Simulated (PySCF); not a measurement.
# How methods differ on the excitation energy of Co⁺

Co⁺ [Ar] 3d8 (3F) → Co⁺ [Ar] 3d7 4s1 (5F), as a difference of total energies. Calculation: PySCF 2.14, in aug-cc-pVTZ (8s7p5d3f2g, 93 functions); no relativity, point nucleus. Correlated levels: valence: [Ar] frozen. The calculations carry no spin-orbit coupling.

Problem. Order these methods by the excitation energy they give, lowest first.
A. MP2 (valence)
B. r2SCAN
C. LDA
D. UHF

Solution. D (-1.152 eV), B (0.571 eV), A (0.897 eV), C (1.113 eV).

These non-relativistic numbers lack the scalar-relativistic shift.

Errors of the correlated levels include the incompleteness of this basis and the frozen core.

For comparison: 0.429 eV (measured; NIST levels, between the centres of gravity of the two terms).
